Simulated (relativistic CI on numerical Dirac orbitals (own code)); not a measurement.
**Crystal-field levels of Sc²⁺, 3d**

Calculated by Dirac-Coulomb-Breit CI, KLI orbitals optimised for each configuration, model QED (radiative potential, 1s self-energy scaled to tabulated hydrogen-like ionisation energies), one configuration in a parametric crystal field, unscaled Slater integrals (own radial code).

Field parameters in Wybourne normalisation: D3d B²₀ = −7Dσ, B⁴₀ = −14Dq − 21Dτ, B⁴₃ = −14√(10/7) Dq; D4h B²₀ = −7Ds, B⁴₀ = 21(Dq − Dt), B⁴₄ = 21√(5/14) Dq; Oh B⁴₀ = 21Dq, B⁴₄ = √(5/14) B⁴₀. The field is a parameter set, without covalency.

S and J are read from ⟨S²⟩ = S(S + 1) and ⟨J²⟩ = J(J + 1) of each level; they are not fictitious spins.

D4h, 10Dq = 25600, Ds = -970, Dt = 1080 cm⁻¹, the lowest 5 levels:

```csv
E (cm⁻¹),Degeneracy,Irrep,S,J
0.0,2,Γ7,0.50,2.14
8278,2,Γ6,0.50,1.94
8343,2,Γ7,0.50,2.33
24081,2,Γ6,0.50,2.15
25601,2,Γ7,0.50,2.15
```

Principal g values of the ground doublet: 1.98, 1.99, 1.99.

D3d, 10Dq = 20000, Dσ = 330, Dτ = 300 cm⁻¹, the lowest 5 levels:

```json
{"E (cm⁻¹)": "0.0", "Degeneracy": "2", "Irrep": "Γ4", "S": "0.50", "J": "2.14"}
{"E (cm⁻¹)": "2954", "Degeneracy": "2", "Irrep": "Γ5+Γ6", "S": "0.50", "J": "1.94"}
{"E (cm⁻¹)": "3022", "Degeneracy": "2", "Irrep": "Γ4", "S": "0.50", "J": "2.34"}
{"E (cm⁻¹)": "23163", "Degeneracy": "2", "Irrep": "Γ4", "S": "0.50", "J": "2.14"}
{"E (cm⁻¹)": "23165", "Degeneracy": "2", "Irrep": "Γ5+Γ6", "S": "0.50", "J": "2.16"}
```

Principal g values of the ground doublet: 1.95, 1.95, 2.00.

Oh, 10Dq = 19050 cm⁻¹, the lowest 3 levels:

```csv
E (cm⁻¹),Degeneracy,Irrep,S,J
0.0,4,Γ8,0.50,1.95
97.9,2,Γ7,0.50,2.50
19083,4,Γ8,0.50,2.15
```

The free-ion ground term has S = 1/2. Every field shown keeps that spin.

Levels of this model without a field, named by their leading LS term: ²D3/2 0, ²D5/2 163 cm⁻¹.
